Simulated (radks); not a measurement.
H I, configuration 1s1.

Method: scalar-relativistic Kohn-Sham, PBE, spin-polarised, spherical densities, finite nucleus; open shells are filled with parallel spins first; Gaussian nuclear charge, rms radius 0.8783 fm; computed with a radial shooting solver on a logarithmic mesh with Libxc functionals.

Energy parts (eV):
total: -13.606
kinetic: 13.465
electron-nucleus: -27.053
Hartree: 8.349
exchange-correlation: -8.367

Orbitals (lengths in bohr, moments of r in powers of bohr; <r^-3> diverges for s and p1/2; r(max) is where P^2 peaks):
\begin{tabular}{lrrrr}
orbital & occ. & eigenvalue (eV) & r(max) & <r^-3> \\ \hline
1s up & 1 & -7.5945 & 0.9828 & - \\
\end{tabular}

The highest occupied level is 1s up at -7.595 eV. Spin moment in Bohr magnetons: 1. The spin density at the nucleus is 0.3290 e/bohr^3 (1s 0.3290).
